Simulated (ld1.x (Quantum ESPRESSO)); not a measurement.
**What one change does to a pseudopotential (vanadium (V), TM)**

```
Element                 : vanadium
Generator               : ld1.x (Quantum ESPRESSO) 7.5
Type                    : norm-conserving Troullier–Martins (Kleinman–Bylander form)
Functional              : LDA (PZ)
Relativity              : scalar-relativistic
Frozen core             : [Ne] 3s2
Valence charge          : 11
Reference configuration : 3p6 3d4 4s1 4p0
Partial waves           : 4s (bound): rc 2.90 bohr; 3p (bound): rc 1.35 bohr; 3d (bound): rc 1.70 bohr
Local potential         : all-electron potential smoothed inside 2.35 bohr (lloc = -1)
Core correction         : Bessel-smoothed model core, default radius (core density twice the valence density)
```

Change: functional revPBE.

Cutoffs: the cutoffs (Ry, on a coarse ladder) from which the occupation-weighted sum of valence levels, in a spherical-Bessel basis at the reference potential, stays within 10 and 1 mRy of its value at 400 Ry; they do not see the model core or the augmentation charge, which bear on the density cutoff. Errors are all-electron minus pseudo energies relative to the spin-unpolarised reference configuration.

Task: Predict the effect on cutoff, ghosts and configuration errors.

Result: The potential gets neither clearly harder nor softer (70 Ry and 100 Ry → 70 Ry and 90 Ry); the number of tests that count goes from 9 to 6; of the 6 tests that both files solve, the error grows in 2 and shrinks in 1 by more than 15 % and 0.3 meV (median size 17.5 → 19.7 meV); neither file shows a bound ghost at the reference potential, the only one tested.

| quantity | base | changed |
| --- | --- | --- |
| cutoff, loose | 70 Ry | 70 Ry |
| cutoff, tight | 100 Ry | 90 Ry |
| bound ghosts | none | none |
| tests counted (converged, no solver errors) | 9 of 9 | 6 of 7 |
| error for 3p6 3d3 4s2 4p0, meV [ΔE -0.54 → -0.58 eV] | -31 | -36 |
| error for 3p6 3d3 4s1 4p0, meV [ΔE 7.40 → 7.08 eV] | +4.2 | +3.2 |
| error for 3p6 3d3 4s0 4p0, meV [ΔE 21.95 → 21.22 eV] | -22 | -24 |
| error for 3p6 3d4 4s0 4p0, meV [ΔE 6.84 → 6.50 eV] | -12 | -13 |
| error for 3p6 3d3 4s1.5 4p0, meV [ΔE 2.64 → 2.48 eV] | -13 | -16 |
| error for 3p6 3d2 4s2 4p1, meV [ΔE 5.37 → 5.16 eV] | -159 | -177 |
| s: phases at 3.15 bohr within 0.05 rad from the reference energy up to (Ry; the scan ends near 5) | 0.6 | 0.6 |
| p: phases at 3.15 bohr within 0.05 rad from the reference energy up to (Ry; the scan ends near 5) | -0.2 | -0.2 |
| d: phases at 3.15 bohr within 0.05 rad from the reference energy up to (Ry; the scan ends near 5) | 0.8 | 0.8 |

Changed file: Tests not counted: 3p6 3d3 4s0 4p2 (solver errors, printed error -361 meV).
